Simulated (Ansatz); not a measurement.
Geometry optimisation, RKS BLYP/6-31G* in Ansatz.

input.yaml

```yaml
crystal:
  periodic: [false, false, false]
  atoms:
    - { symbol: B, position_ang: [-1.12399, 1.01121, -0.21333] }
    - { symbol: C, position_ang: [0.22495, 0.28808, 0.13767] }
    - { symbol: B, position_ang: [-0.12367, -0.55175, 1.41811] }
    - { symbol: C, position_ang: [0.85299, -0.51043, -1.01187] }
    - { symbol: H, position_ang: [-1.74997, 0.67352, -1.14053] }
    - { symbol: H, position_ang: [-1.51482, 1.88329, 0.45945] }
    - { symbol: H, position_ang: [0.92251, 1.06997, 0.46058] }
    - { symbol: H, position_ang: [-0.30603, -0.01396, 2.44077] }
    - { symbol: H, position_ang: [-0.21592, -1.71581, 1.35313] }
    - { symbol: H, position_ang: [1.07181, 0.13719, -1.85952] }
    - { symbol: H, position_ang: [1.78403, -0.97859, -0.69563] }
    - { symbol: H, position_ang: [0.17812, -1.29272, -1.34884] }
basis:
  gaussian: { orbitals: "6-31G*" }
hamiltonian:
  xc: blyp
relax:
  f_tol: 0.02
  max_steps: 50
```

Command:

```bash
$ ansatz run input.yaml --threads 1 --pin off --max-ram 2048MiB --backend cpu --events-out ev --progress --plain --runs-dir out
```

Task: Where does it end, and by what steps?

Result: It converged. The force dipped under the threshold on the way, but the program's further checks kept it going. After 6 steps the energy has fallen by 0.119 eV; H5 moved furthest, 0.21 Å.

| step | energy less start (eV) | largest force component (eV/Å) | accepted |
| --- | --- | --- | --- |
| 0 | 0.0000 | 0.857 | yes |
| 1 | -0.0988 | 0.266 | yes |
| 2 | -0.1058 | 0.249 | yes |
| 3 | -0.1115 | 0.248 | yes |
| 4 | -0.1164 | 0.095 | yes |
| 5 | -0.1186 | 0.020 | yes |
| 6 | -0.1190 | 0.011 | yes |

```xyz
12
Properties=species:S:1:pos:R:3
B -1.120 1.042 -0.215
C 0.186 0.240 0.115
B -0.105 -0.544 1.441
C 0.854 -0.544 -1.044
H -1.714 0.848 -1.246
H -1.551 1.853 0.560
H 0.831 1.066 0.512
H -0.394 0.045 2.448
H -0.049 -1.748 1.467
H 1.079 0.107 -1.907
H 1.798 -1.022 -0.730
H 0.184 -1.344 -1.402
```

Whether the end is a true minimum wasn't checked by a vibrational analysis.

The run took 37 s on 1 thread of Intel(R) Xeon(R) Processor @ 2.50GHz (Skylake/Cascade Lake), on a shared host, peak memory 0.12 GiB.
